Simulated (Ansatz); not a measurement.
Reaction (redistribution): `CO[SiH](N)Cl` + `O[Si@H](Cl)[Si@@H](O)F` → `N[SiH](F)Cl` + `CO[Si@@H](O)[Si@@H](O)Cl`

Gas-phase electronic energies from Ansatz, PBE0-D4/def2-TZVP geometries. CCSD(T)/CBS adds triple-zeta CCSD(T) − MP2 to the extrapolated MP2 energy (def2 sets, frozen cores). One conformer a species, not always the lowest.

`CO[SiH](N)Cl`:

Cartesian coordinates in Å:
```
C -1.340 1.216 0.628
O -0.577 0.510 -0.326
Si 0.534 -0.624 0.048
N 1.319 -1.247 -1.313
Cl 1.954 0.261 1.248
H -0.704 1.871 1.232
H -1.878 0.536 1.297
H -2.069 1.827 0.094
H -0.107 -1.719 0.808
H 0.863 -1.924 -1.903
H 2.005 -0.707 -1.813
```

`O[Si@H](Cl)[Si@@H](O)F`:

Z-matrix (Å, degrees):
```
Si
F 1 1.600
Si 1 2.354 2 107.3
O 1 1.635 2 111.3 3 118.1
H 1 1.480 2 107.6 3 -126.2
O 3 1.638 1 113.7 2 -158.6
Cl 3 2.078 1 102.0 2 82.3
H 3 1.478 1 117.4 2 -34.8
H 4 0.961 1 116.8 2 -75.6
H 6 0.959 3 118.7 1 -50.5
```

`N[SiH](F)Cl`:

Z-matrix (Å, degrees):
```
Si
F 1 1.593
Cl 1 2.039 2 105.8
N 1 1.685 2 114.5 3 -118.7
H 1 1.471 2 106.2 3 118.7
H 4 1.006 1 122.2 2 81.4
H 4 1.006 1 121.7 2 -76.3
```

`CO[Si@@H](O)[Si@@H](O)Cl`:

Cartesian coordinates in Å:
```
C 1.545 -1.576 -0.271
O 1.351 -0.251 -0.720
Si 0.547 0.890 0.140
O 0.815 2.354 -0.538
Si -1.774 0.579 0.031
O -2.006 -1.036 0.250
Cl -2.688 1.643 1.553
H 0.606 -2.136 -0.277
H 2.251 -2.062 -0.945
H 1.959 -1.598 0.744
H 1.029 0.827 1.553
H 1.713 2.689 -0.560
H -2.442 1.045 -1.213
H -2.906 -1.368 0.252
```

| level | ΔE (kcal/mol) |
| --- | --- |
| CCSD(T)/def2-TZVPP | 0.4 |
| MP2/CBS(def2) | 0.8 |

Task: What does CCSD(T)/CBS give? (Estimate.)

Result: The calculation gave: +0.7 kcal/mol. The listed levels differ from it by -0.3, 0.1 kcal/mol.

Largest T1 diagnostic among the species: 0.012.

In def2-TZVPP, CCSD(T) changes the Hartree–Fock value by +0.9 kcal/mol (the triples alone add +0.3 kcal/mol) and MP2 by +1.0 kcal/mol.
